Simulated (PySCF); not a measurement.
Run record: geometry optimisation, `C[N](C)[AlH2-][NH3+]`.

Method: PBE0-D3(BJ)/def2-SVP geometry optimisation, gas phase (PySCF 2.14.0). Start geometry: GFN2-xTB. A driver script takes a list of jobs; this job's settings line and coordinates (Å) are shown.

Input:
```
{"job": {"xc": "PBE0", "basis": "def2-SVP", "d3": "d3bj", "grid": 1, "kind": "geom"}, "charge": 0, "multiplicity": 1}
C     -1.666663    -0.907097    -0.649110
N     -0.628618    -0.111366    -0.021853
C     -1.195030     0.794237     0.953901
Al     0.967080    -0.591235    -0.731865
N      2.231446     0.640094     0.299810
H     -2.208898    -1.522908     0.079614
H     -2.400111    -0.284310    -1.176889
H     -1.190320    -1.570684    -1.375960
H     -1.722664     0.247527     1.747255
H     -1.917123     1.480089     0.490347
H     -0.404588     1.387845     1.414276
H      1.532643    -1.978518    -0.293370
H      1.252084    -0.120811    -2.191626
H      3.195471     0.464363     0.032908
H      2.014770     1.616387     0.114259
H      2.132923     0.465332     1.296892
```

Task: Estimate the output.

Result: 
```
step   0  E = -434.23420632  max force = 0.018787
step   1  E = -434.23920937  max force = 0.002871
step   2  E = -434.23944972  max force = 0.001819
step   3  E = -434.23957171  max force = 0.001839
step   4  E = -434.23960592  max force = 0.001308
step   5  E = -434.23962713  max force = 0.000445
step   6  E = -434.23963317  max force = 0.000175
optimisation converged
```

Energies in Eh; «max force» is the largest Cartesian gradient component in Eh/bohr.

Task: Give the first gradient maximum in eV/Å.

Result: With 1 Eh/bohr = 51.422 eV/Å, 0.966 eV/Å.

Summary of the converged run: final energy -434.23963 Eh after 6 steps; dipole 5.41 D.

Task: Give the final coordinates.

Result: 0.149 Å rms from the input after alignment:
```
atom  x, y, z in Å
C1    -1.7761   -0.9325   -0.6526
N2    -0.6636   -0.2071   -0.1038
C3    -1.0744    0.7399    0.8834
Al4    1.0078   -0.6025   -0.7398
N5     2.1625    0.6979    0.3618
H6    -2.3322   -1.5142    0.1148
H7    -2.5195   -0.2704   -1.1481
H8    -1.4422   -1.6573   -1.4163
H9    -1.5915    0.2683    1.7492
H10   -1.7812    1.5025    0.4853
H11   -0.2211    1.3010    1.3027
H12    1.6822   -1.9946   -0.2909
H13    1.3937   -0.1048   -2.2222
H14    3.1456    0.5684    0.1178
H15    1.9285    1.6752    0.1807
H16    2.0736    0.5386    1.3666
```

Task: How long does this job take on an Arm Neoverse V1 with one thread, on a shared host?

Result: About 43 s.
Labels such as C1 count atoms from 1, the log's own numbers from 0.
